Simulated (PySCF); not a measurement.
## Calculated data, CH6BNSi, B2H3NO, CH6B2O

All values are calculated (PySCF 2.14.0). Calculation on a computer-drawn molecule: the log of a Hartree-Fock and frozen-core CCSD(T) single point meant for a local Hartree-Fock minimum, with one planted fault or none, to be diagnosed. Offsets are logged minus clean, where the clean run is the same molecule without the fault. The reference is restricted for singlets and unrestricted otherwise, and also for a bond in bohr or an excited solution. Adding or removing an electron swaps singlet and doublet. The excited solution moves the top pair (singlet) or top alpha electron (doublet) to the lowest empty orbital. Highest occupied and lowest empty are orbital energies over both spins, largest force is the largest gradient component, triples share is (T) over the correlation energy, the T1 limit is 0.02 restricted and 0.045 unrestricted, electrons count all cores, a negative frequency is imaginary (commonest isotopes), and the dipole is about the centre of nuclear charge.

Common to all runs: meant charge 0; meant multiplicity 1; logged SCF converged yes; logged CC converged yes; logged SCF stable within its kind yes; possible faults no fault, one electron removed, one electron added, multiplicity raised by two, geometry at a saddle point, SCF held on an excited solution, minimal basis STO-3G, one bond length entered in bohr, all coordinates scaled.

(1) 
```xyz
10
formula=CH6BNSi meant_basis=cc-pV(D+d)Z logged_electrons=38 logged_basis_functions=30 logged_spin_squared=0 logged_highest_occupied=-6.2017 logged_lowest_empty=6.0183 logged_largest_force=0.037033 logged_T1_diagnostic=0.016144 logged_D1_diagnostic=0.071196 logged_triples_share=0.018428 logged_dipole_magnitude=1.4618 logged_energy_HF=-404.64286 logged_energy_CCSD(T)=-404.87297 planted_fault=minimal_basis_STO-3G HF_energy_offset_from_clean_run=3019 CCSD(T)_energy_offset_from_clean_run=3221
B     -0.0522    -0.8563    -1.4955
N      0.4601    -2.1789    -1.4955
Si    -0.2160    -3.7562    -1.8552
C     -2.0155    -3.3378    -2.3128
H      0.6719     0.0557    -1.1944
H     -1.1932    -0.6434    -1.7913
H      1.4286    -2.2369    -1.2310
H     -2.5541    -4.2561    -2.5619
H     -2.0697    -2.6657    -3.1763
H     -2.5413    -2.8475    -1.4861
```

Units: logged_highest_occupied, logged_lowest_empty in eV; logged_largest_force in hartree/bohr; logged_dipole_magnitude in debye; logged_energy_HF, logged_energy_CCSD(T) in hartree; HF_energy_offset_from_clean_run, CCSD(T)_energy_offset_from_clean_run in kcal/mol.

Drawn bonds:
```csv
atom,other atom,order
1,2,1
2,3,1
3,4,1
1,5,1
1,6,1
2,7,1
4,8,1
4,9,1
4,10,1
```

(2) 
```xyz
10
formula=CH6BNSi meant_basis=cc-pV(D+d)Z logged_electrons=38 logged_basis_functions=95 logged_spin_squared=2.0043 logged_highest_occupied=-7.0288 logged_lowest_empty=0.59908 logged_largest_force=0.022503 logged_T1_diagnostic=0.018302 logged_D1_diagnostic=0.077968 logged_triples_share=0.029687 logged_dipole_magnitude=1.5049 logged_energy_HF=-409.40695 logged_energy_CCSD(T)=-409.93658 planted_fault=multiplicity_raised_by_two HF_energy_offset_from_clean_run=29.7 CCSD(T)_energy_offset_from_clean_run=43.23
B     -0.0522    -0.8563    -1.4955
N      0.4601    -2.1789    -1.4955
Si    -0.2160    -3.7562    -1.8552
C     -2.0155    -3.3378    -2.3128
H      0.6719     0.0557    -1.1944
H     -1.1932    -0.6434    -1.7913
H      1.4286    -2.2369    -1.2310
H     -2.5541    -4.2561    -2.5619
H     -2.0697    -2.6657    -3.1763
H     -2.5413    -2.8475    -1.4861
```

Units: logged_highest_occupied, logged_lowest_empty in eV; logged_largest_force in hartree/bohr; logged_dipole_magnitude in debye; logged_energy_HF, logged_energy_CCSD(T) in hartree; HF_energy_offset_from_clean_run, CCSD(T)_energy_offset_from_clean_run in kcal/mol.

Drawn bonds:
```csv
atom,other atom,order
1,2,1
2,3,1
3,4,1
1,5,1
1,6,1
2,7,1
4,8,1
4,9,1
4,10,1
```

(3) 
```xyz
7
formula=B2H3NO meant_basis=cc-pVDZ logged_electrons=28 logged_basis_functions=23 logged_spin_squared=0 logged_highest_occupied=-8.9104 logged_lowest_empty=7.242 logged_largest_force=0.088589 logged_T1_diagnostic=0.023525 logged_D1_diagnostic=0.079415 logged_triples_share=0.043094 logged_dipole_magnitude=0.57383 logged_energy_HF=-178.14915 logged_energy_CCSD(T)=-178.3824 planted_fault=minimal_basis_STO-3G HF_energy_offset_from_clean_run=1484 CCSD(T)_energy_offset_from_clean_run=1679
B     -1.2888    -0.6180    -2.1707
O     -0.4907     0.2102    -1.4384
B     -0.0239     0.0652    -0.1991
N      0.4210    -0.0400     0.9401
H     -1.5765    -0.2614    -3.2746
H     -1.6705    -1.6532    -1.7015
H      0.7749    -0.1263     1.8531
```

Units: logged_highest_occupied, logged_lowest_empty in eV; logged_largest_force in hartree/bohr; logged_dipole_magnitude in debye; logged_energy_HF, logged_energy_CCSD(T) in hartree; HF_energy_offset_from_clean_run, CCSD(T)_energy_offset_from_clean_run in kcal/mol.

Drawn bonds:
```csv
atom,other atom,order
1,2,1
2,3,1
3,4,2
1,5,1
1,6,1
4,7,1
```

Notes: T1 above single-reference limit.

(4) 
```xyz
10
formula=CH6B2O meant_basis=cc-pVDZ logged_electrons=30 logged_basis_functions=86 logged_spin_squared=0.7142 logged_highest_occupied=-11.479 logged_lowest_empty=1.8754 logged_largest_force=0.020398 logged_T1_diagnostic=0.054663 logged_D1_diagnostic=0.26398 logged_triples_share=0.032591 logged_dipole_magnitude=0.63465 logged_energy_HF=-165.55794 logged_energy_CCSD(T)=-166.10681 planted_fault=one_bond_length_entered_in_bohr,row_8_of_the_drawn_bonds HF_energy_offset_from_clean_run=78.47 CCSD(T)_energy_offset_from_clean_run=81.14
B      1.0254    -1.1036     0.7331
O     -0.0421    -0.2630     0.7767
B     -0.2639     0.8304    -0.0220
C     -1.5590     1.6976     0.1716
H      1.9063    -0.9304    -0.0656
H      1.0501    -2.0126     1.5147
H      0.5556     1.1031    -0.8625
H     -2.2222     1.3171     0.9504
H     -2.6088     1.8142    -1.6098
H     -1.2781     2.7281     0.4194
```

Units: logged_highest_occupied, logged_lowest_empty in eV; logged_largest_force in hartree/bohr; logged_dipole_magnitude in debye; logged_energy_HF, logged_energy_CCSD(T) in hartree; HF_energy_offset_from_clean_run, CCSD(T)_energy_offset_from_clean_run in kcal/mol.

Drawn bonds:
```csv
atom,other atom,order
1,2,1
2,3,1
3,4,1
1,5,1
1,6,1
3,7,1
4,8,1
4,9,1
4,10,1
```

Notes: T1 above single-reference limit.
